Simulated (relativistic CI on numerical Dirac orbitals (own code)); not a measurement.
# Rh⁺: L2,3 absorption edge

Computed with this model: Dirac-Coulomb-Breit CI, separate exchange-only KLI orbitals for each configuration, model QED, valence Slater integrals scaled by 0.9, multiplet model of core-to-valence dipole absorption; configurations [Kr] 4d8 → [He] 2s2 2p5 3s2 3p6 3d10 4s2 4p6 4d9; 300 K; Lorentzian 1.6 eV and Gaussian 0.5 eV FWHM. Energies are those of the free ion, without screening or charge transfer. The branching ratio is the share of the lower-energy edge in the whole absorption, uncertain by about 0.02 where the edges overlap. S is read from ⟨S²⟩ = S(S + 1).

Field parameters in Wybourne normalisation: D4h B²₀ = −7Ds, B⁴₀ = 21(Dq − Dt), B⁴₄ = 21√(5/14) Dq; Oh B⁴₀ = 21Dq, B⁴₄ = √(5/14) B⁴₀. The field is a parameter set, without covalency.

free ion: ground-state S = 1.00, centroid 3012.00 eV, branching ratio 0.942. Peaks (eV, height): 3003.8 (100), 3146.5 (6).

Oh, 10Dq = 24750 cm⁻¹: ground-state S = 1.00, centroid 3045.37 eV, branching ratio 0.721. Peaks (eV, height): 3005.5 (100), 3148.2 (39).

D4h, 10Dq = 13550, Ds = 2850, Dt = -170 cm⁻¹: ground-state S = 1.00, centroid 3041.34 eV, branching ratio 0.744. Peaks (eV, height): 3005.0 (100), 3147.2 (34), 3148.0 (35).

D4h, 10Dq = 9850, Ds = 1420, Dt = -730 cm⁻¹: ground-state S = 1.00, centroid 3040.91 eV, branching ratio 0.747. Peaks (eV, height): 3004.8 (100), 3147.5 (35).

Oh, 10Dq = 19500 cm⁻¹: ground-state S = 1.00, centroid 3043.77 eV, branching ratio 0.730. Peaks (eV, height): 3005.0 (100), 3148.0 (38).

D4h, 10Dq = 19050, Ds = 760, Dt = -410 cm⁻¹: ground-state S = 1.00, centroid 3044.39 eV, branching ratio 0.726. Peaks (eV, height): 3005.2 (100), 3148.0 (38).

The statistical ratio of this edge is 2/3 = 0.667. Values above it arise where the holes sit mainly in the j = l + 1/2 valence subshell or the ground state has high spin; values below it where core-valence Coulomb terms move weight to the upper edge, as in nearly empty shells. At deep edges of heavy elements the radial integrals of the two core levels differ, which raises the baseline.

Strongest unbroadened transitions for Oh, 10Dq = 19500 cm⁻¹:

```tsv
Energy (eV)	Relative strength
3005.00	47.2
3005.02	62.8
3005.05	100.0
3005.08	74.1
3005.09	76.4
3005.72	46.2
3007.21	0.8
3007.42	0.2
3007.48	0.5
3007.71	0.1
3007.74	0.3
3007.95	0.5
3147.78	49.5
3147.81	26.3
3148.06	75.4
3150.21	0.1
3150.26	0.1
3150.67	0.2
```
